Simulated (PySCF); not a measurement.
**Distorted geometries of Pb(OH)4**

Pb(OH)4 (singlet). PySCF 2.14.0, RKS r2SCAN, Pb def2-SVP with ECP60, O def2-SVP, H def2-SVP; non-relativistic Hamiltonian with scalar-relativistic core potentials where named; density fitting; no spin-orbit coupling. Relaxed geometry:

```xyz
9

Pb    0.0451    0.4003    0.0010
O     0.0258   -1.1093    1.4542
H    -0.5489   -0.7902    2.1703
O     0.3008   -0.5968   -1.8231
H    -0.0158   -1.5058   -1.6880
O     1.5700    1.8356    0.0587
H     2.2840    1.5007   -0.5094
O    -1.7234    1.4838    0.2973
H    -1.5254    2.3997    0.0390
```

Problem. Order these distorted geometries by energy above the relaxed one, lowest first.
A.
```xyz
9

Pb    0.0286    0.3942    0.0254
O    -0.0133   -1.0980    1.3828
H    -0.5332   -0.7621    2.1610
O     0.3086   -0.5429   -1.8085
H     0.0330   -1.5173   -1.6625
O     1.5826    1.9318    0.0572
H     2.3432    1.4760   -0.5427
O    -1.7456    1.3587    0.2727
H    -1.5918    2.3778    0.1147
```
B.
```xyz
9

Pb    0.1686    0.3203    0.2161
O    -0.1727   -1.2700    1.3142
H    -0.5693   -0.7127    2.1237
O     0.2890   -0.5434   -1.8833
H    -0.0471   -1.5466   -1.6754
O     1.6478    1.8340    0.1576
H     2.2544    1.4975   -0.6293
O    -1.7656    1.5603    0.3554
H    -1.3929    2.4787    0.0210
```
C.
```xyz
9

Pb    0.0261    0.3957   -0.0214
O     0.0966   -1.1075    1.4648
H    -0.5585   -0.7792    2.1862
O     0.2765   -0.5797   -1.8461
H    -0.0146   -1.4717   -1.6836
O     1.5757    1.8406    0.0911
H     2.2463    1.4706   -0.4900
O    -1.7036    1.4728    0.2577
H    -1.5323    2.3764    0.0415
```

Solution. C (0.14 eV), A (0.53 eV), B (1.49 eV).

Problem. Which forces (eV/Å) act in the one that lies 0.53 eV up?

Solution. 
```
Pb   1.79  1.58 -1.07
O   -0.57 -0.76  1.94
H    0.55 -0.44 -0.79
O   -0.53 -2.22  0.05
H    0.58  2.03 -0.32
O    1.68 -2.29 -1.90
H   -2.47  1.50  1.93
O   -0.63  3.36 -0.23
H   -0.39 -2.76  0.39
```
Forces carry noise of the integration grid, about 0.01 to 0.03 eV/Å.

No frequency check is given that shows the relaxed geometry to be a minimum.
